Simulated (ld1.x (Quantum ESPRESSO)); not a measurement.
## Pseudopotential generation for tantalum (Ta): ultrasoft, PBE, scalar-relativistic.

ld1.x (Quantum ESPRESSO) 7.5 was run on this input:

```
&input
   title='Ta', zed=73., rel=1, dft='PBE', iswitch=3,
   config='[Xe] 4f14 5d3 6s2 6p0',
   nld=4, rlderiv=3.30, eminld=-4.0, emaxld=5.0, deld=0.02
 /
 &inputp
   pseudotype=3, tm=.true., lloc=-1, rcloc=1.45,
   nlcc=.true., new_core_ps=.true., rcore=0.65,
   file_pseudopw='Ta.UPF', file_wfcaegen='ae.wfc', file_wfcncgen='nc.wfc', file_beta='beta', file_chi='chi', file_wfcusgen='us.wfc'
 /
8
6S  1  0   2.00   0.00  2.45  3.05  0.0
6S  1  0   0.00   0.05  2.45  3.05  0.0
6P  2  1   0.00   0.00  2.35  2.95  0.0
6P  2  1   0.00   0.65  2.35  2.95  0.0
5D  3  2   3.00   0.00  2.05  2.70  0.0
5D  3  2   0.00   4.85  2.05  2.70  0.0
4F  4  3  14.00   0.00  0.80  1.00  0.0
4F  4  3   0.00  -1.30  0.80  1.00  0.0
 &test
   configts(1)='4f14 5d3 6s2 6p0'
 /
```

Command:

```bash
ld1.x < Ta.in > Ta.out
```

Output (shortened: banner, matrices, multipoles, cross overlaps and the repeated all-electron block are left out):

```
Program LD1 v.7.5
     --------------------------- All-electron run ----------------------------

     Ta
     scalar relativistic calculation

     atomic number is 73.00
     dft =PBE   lsd =0 sic =0 latt =0  beta=0.20 tr2=1.0E-14
     Exchange-correlation= PBE
                           (   1   4   3   4   0   0   0)
     mesh =1273 r(mesh) = 100.43799 a.u. xmin = -7.00 dx = 0.01250
     1 Ry =  13.60569312 eV, c = 137.03599908

     n l     nl                  e(Ry)          e(Ha)          e(eV)
     1 0     1S 1( 2.00)     -4951.7605     -2475.8802    -67372.1337
     2 0     2S 1( 2.00)      -850.7551      -425.3776    -11575.1131
     2 1     2P 1( 6.00)      -745.4767      -372.7383    -10142.7271
     3 0     3S 1( 2.00)      -194.8940       -97.4470     -2651.6676
     3 1     3P 1( 6.00)      -163.5864       -81.7932     -2225.7059
     4 0     4S 1( 2.00)       -39.7359       -19.8680      -540.6347
     4 1     4P 1( 6.00)       -29.4680       -14.7340      -400.9329
     3 2     3D 1(10.00)      -127.0809       -63.5405     -1729.0238
     5 0     5S 1( 2.00)        -5.3656        -2.6828       -73.0021
     5 1     5P 1( 6.00)        -2.8957        -1.4479       -39.3986
     4 2     4D 1(10.00)       -16.3309        -8.1655      -222.1936
     4 3     4F 1(14.00)        -1.8157        -0.9079       -24.7045
     5 2     5D 1( 3.00)        -0.2639        -0.1320        -3.5906
     6 0     6S 1( 2.00)        -0.4000        -0.2000        -5.4422
     6 1     6P 1( 0.00)        -0.1023        -0.0511        -1.3912

     final scf error:  1.8E-15 reached in  29 iterations

     Etot =  -31209.127620 Ry,  -15604.563810 Ha, -424621.813034 eV

     Ekin =   34296.311234 Ry,   17148.155617 Ha,  466625.085903 eV
     Encl =  -77083.937461 Ry,  -38541.968731 Ha,-1048780.397810 eV
     Eh   =   12208.679052 Ry,    6104.339526 Ha,  166107.540615 eV
     Exc  =    -630.180445 Ry,    -315.090222 Ha,   -8574.041741 eV

     normalization and overlap integrals

     s(1S/1S) =  1.000000  <r> =   0.0187  <r2> =    0.0005  r(max) =   0.0116
     s(2S/2S) =  1.000000  <r> =   0.0789  <r2> =    0.0074  r(max) =   0.0670
     s(2P/2P) =  1.000000  <r> =   0.0706  <r2> =    0.0061  r(max) =   0.0549
     s(3S/3S) =  1.000000  <r> =   0.2048  <r2> =    0.0479  r(max) =   0.1891
     s(3P/3P) =  1.000000  <r> =   0.2049  <r2> =    0.0487  r(max) =   0.1868
     s(4S/4S) =  1.000000  <r> =   0.4587  <r2> =    0.2376  r(max) =   0.4262
     s(4P/4P) =  1.000000  <r> =   0.4877  <r2> =    0.2706  r(max) =   0.4480
     s(3D/3D) =  1.000000  <r> =   0.1856  <r2> =    0.0404  r(max) =   0.1529
     s(5S/5S) =  1.000000  <r> =   1.1000  <r2> =    1.3609  r(max) =   0.9847
     s(5P/5P) =  1.000000  <r> =   1.2940  <r2> =    1.9028  r(max) =   1.1298
     s(4D/4D) =  1.000000  <r> =   0.5231  <r2> =    0.3173  r(max) =   0.4593
     s(4F/4F) =  1.000000  <r> =   0.6395  <r2> =    0.5210  r(max) =   0.4424
     s(5D/5D) =  1.000000  <r> =   2.2575  <r2> =    6.3202  r(max) =   1.5833
     s(6S/6S) =  1.000000  <r> =   3.2994  <r2> =   12.4368  r(max) =   2.7789
     s(6P/6P) =  1.000000  <r> =   4.9596  <r2> =   28.8401  r(max) =   3.8944

     ------------------------ End of All-electron run ------------------------

     --------------------- Generating US pseudopotential ---------------------

      Generating local potential from pseudized AE potential:
      Matching radius rcloc =   1.4500

      Local pseudo, rcloc= 1.433 Estimated cut-off energy=    12.20 Ry

      Computing core charge for nlcc:

       r > 0.65 : true rho core
      Core charge pseudized with two Bessel functions
      Integrated core pseudo-charge :  34.99

      Wfc   6S  rcut= 2.422  Using Troullier-Martins method
      Wfc-us  6S rcutus= 3.033  Estimated cut-off energy=     4.99 Ry

      Wfc   6S  rcut= 2.422  Using Troullier-Martins method
      Wfc-us  6S rcutus= 3.033  Estimated cut-off energy=     5.83 Ry

      Wfc   6P  rcut= 2.362  Using Troullier-Martins method
      Wfc-us  6P rcutus= 2.958  Estimated cut-off energy=     8.06 Ry

      Wfc   6P  rcut= 2.362  Using Troullier-Martins method
      Wfc-us  6P rcutus= 2.958  Estimated cut-off energy=     9.01 Ry

      Wfc   5D  rcut= 2.033  Using Troullier-Martins method
      Wfc-us  5D rcutus= 2.677  Estimated cut-off energy=    16.15 Ry

      Wfc   5D  rcut= 2.033  Using Troullier-Martins method
      Wfc-us  5D rcutus= 2.677  Estimated cut-off energy=    18.82 Ry

      Wfc   4F  rcut= 0.806  Using Troullier-Martins method
      Wfc-us  4F rcutus= 1.010  Estimated cut-off energy=   156.69 Ry

      Wfc   4F  rcut= 0.806  Using Troullier-Martins method
      Wfc-us  4F rcutus= 1.010  Estimated cut-off energy=   162.67 Ry

     ------------------- End of pseudopotential generation -------------------

     Computing logarithmic derivative in   3.28975
     Computing logarithmic derivative in   3.28975
     Computing the partial wave expansion
     R is outside the sphere for l=    0 j= 0.00
     R is outside the sphere for l=    0 j= 0.00
     R is outside the sphere for l=    1 j= 0.00
     R is outside the sphere for l=    1 j= 0.00
     R is outside the sphere for l=    2 j= 0.00
     R is outside the sphere for l=    2 j= 0.00
     R is outside the sphere for l=    3 j= 0.00
     R is outside the sphere for l=    3 j= 0.00

     ---------------------- Testing the pseudopotential ----------------------

     Ta
     scalar relativistic calculation

     atomic number is 73.00   valence charge is 19.00
     dft =PBE   lsd =0 sic =0 latt =0  beta=0.20 tr2=1.0E-14
     mesh =1273 r(mesh) = 100.43799 xmin = -7.00 dx = 0.01250

     n l     nl             e AE (Ry)        e PS (Ry)    De AE-PS (Ry)
     4 3     4F   1(14.00)       -1.81574       -1.81575        0.00000
     3 2     5D   1( 3.00)       -0.26390       -0.26390        0.00000
     1 0     6S   1( 2.00)       -0.40000       -0.40000        0.00000
     2 1     6P   1( 0.00)       -0.10225       -0.10225       -0.00000

     eps = 6.8E-15  iter =  4

     Etot =  -31209.127620 Ry,  -15604.563810 Ha, -424621.813034 eV
     Etotps =  -509.349980 Ry,    -254.674990 Ha,   -6930.059515 eV

     Ekin =     173.582331 Ry,      86.791165 Ha,    2361.707921 eV
     Encl =    -902.696623 Ry,    -451.348312 Ha,  -12281.813239 eV
     Ehrt =     351.084935 Ry,     175.542467 Ha,    4776.753885 eV
     Ecxc =    -204.633532 Ry,    -102.316766 Ha,   -2784.181038 eV
     (Ecc =    -135.779901 Ry,     -67.889951 Ha,   -1847.379667 eV)
     Epseu=      73.312910 Ry,      36.656455 Ha,     997.472955 eV

     ---------------------- End of pseudopotential test ----------------------
```

A Bessel basis up to 400 Ry misses an occupied level by 0.31 Ry, so cutoffs were not judged. Note: ghost state, extra bound levels that the all-electron valence spectrum of the same l lacks: s at -9088.7 eV (other channels not judged).

Generation and configuration tests took about 1.7 s on one core of a shared server CPU.

Transferability test of the new file with ld1.x, input:

```
&input
   title='Ta', zed=73., rel=1, dft='PBE', iswitch=2,
   config='[Xe] 4f14 5d3 6s2 6p0'
 /
 &test
   file_pseudo='Ta.UPF', nconf=8,
   configts(1)='4f14 5d3 6s2 6p0',
   configts(2)='4f14 5d3 6s1 6p0',
   configts(3)='4f14 5d3 6s0 6p0',
   configts(4)='4f14 5d2 6s0 6p0',
   configts(5)='4f14 5d4 6s0 6p0',
   configts(6)='4f13 5d3 6s2 6p0',
   configts(7)='4f14 5d4 6s1 6p0',
   configts(8)='4f14 5d3 6s1 6p1'
 /
```

```bash
ld1.x < Ta.test.in > Ta.test.out
```

Pseudopotential blocks of its output, shortened (energy terms left out; the distinct warnings before each block abridged to one line each):

```
     ---------------------- Testing the pseudopotential ----------------------

     n l     nl             e AE (Ry)        e PS (Ry)    De AE-PS (Ry)
     4 3     4F   1(14.00)       -1.81574       -1.81575        0.00000
     3 2     5D   1( 3.00)       -0.26390       -0.26390        0.00000
     1 0     6S   1( 2.00)       -0.40000       -0.40000        0.00000
     2 1     6P   1( 0.00)       -0.10225       -0.10225       -0.00000

     eps = 6.5E-15  iter =  4

     Etot =  -31209.127623 Ry,  -15604.563811 Ha, -424621.813070 eV
     Etotps =  -509.349980 Ry,    -254.674990 Ha,   -6930.059515 eV

     ---------------------- End of pseudopotential test ----------------------

          ---------------------- Testing the pseudopotential ----------------------

     n l     nl             e AE (Ry)        e PS (Ry)    De AE-PS (Ry)
     4 3     4F   1(14.00)       -2.34510       -2.33963       -0.00547  !
     3 2     5D   1( 3.00)       -0.77071       -0.77149        0.00079
     1 0     6S   1( 1.00)       -0.85403       -0.85562        0.00160
     2 1     6P   1( 0.00)       -0.48603       -0.48661        0.00057

     eps = 7.1E-15  iter = 19

     Etot =  -31208.505287 Ry,  -15604.252643 Ha, -424613.345757 eV
     Etotps =  -508.726763 Ry,    -254.363382 Ha,   -6921.580227 eV
     dEtot_ae =       0.622336 Ry
     dEtot_ps =       0.623216 Ry,   Delta E=      -0.000880 Ry

     ---------------------- End of pseudopotential test ----------------------

          ---------------------- Testing the pseudopotential ----------------------

     n l     nl             e AE (Ry)        e PS (Ry)    De AE-PS (Ry)
     4 3     4F   1(14.00)       -2.95963       -2.95517       -0.00445
     3 2     5D   1( 3.00)       -1.34589       -1.35128        0.00539  !
     1 0     6S   1( 0.00)       -1.35483       -1.36051        0.00568  !
     2 1     6P   1( 0.00)       -0.92183       -0.92475        0.00292

     eps = 1.1E-15  iter = 16

     Etot =  -31207.404855 Ry,  -15603.702428 Ha, -424598.373628 eV
     Etotps =  -507.622598 Ry,    -253.811299 Ha,   -6906.557290 eV
     dEtot_ae =       1.722767 Ry
     dEtot_ps =       1.727382 Ry,   Delta E=      -0.004615 Ry

     ---------------------- End of pseudopotential test ----------------------

          ---------------------- Testing the pseudopotential ----------------------

     n l     nl             e AE (Ry)        e PS (Ry)    De AE-PS (Ry)
     4 3     4F   1(14.00)       -3.88548       -3.94881        0.06333  !
     3 2     5D   1( 2.00)       -2.14090       -2.17085        0.02995  !
     1 0     6S   1( 0.00)       -1.99759       -2.01289        0.01531  !
     2 1     6P   1( 0.00)       -1.47763       -1.48728        0.00965  !

     eps = 8.1E-15  iter = 15

     Etot =  -31205.670024 Ry,  -15602.835012 Ha, -424574.770038 eV
     Etotps =  -505.869995 Ry,    -252.934998 Ha,   -6882.711915 eV
     dEtot_ae =       3.457599 Ry
     dEtot_ps =       3.479984 Ry,   Delta E=      -0.022385 Ry

     ---------------------- End of pseudopotential test ----------------------

          Warning: n=4, l=3 expected 0 nodes, found 1
     ---------------------- Testing the pseudopotential ----------------------

     n l     nl             e AE (Ry)        e PS (Ry)    De AE-PS (Ry)
     4 3     4F   1(14.00)       -2.17897       -2.12578       -0.05319  !
     3 2     5D   1( 4.00)       -0.66651       -0.65762       -0.00890  !
     1 0     6S   1( 0.00)       -0.79322       -0.79629        0.00307
     2 1     6P   1( 0.00)       -0.44841       -0.45032        0.00191

     eps = 2.0E-15  iter = 12

     Etot =  -31208.399888 Ry,  -15604.199944 Ha, -424611.911735 eV
     Etotps =  -508.614413 Ry,    -254.307207 Ha,   -6920.051621 eV
     dEtot_ae =       0.727735 Ry
     dEtot_ps =       0.735567 Ry,   Delta E=      -0.007832 Ry

     ---------------------- End of pseudopotential test ----------------------
```

The test run then stopped with an error in chargeps: “negative rho”.
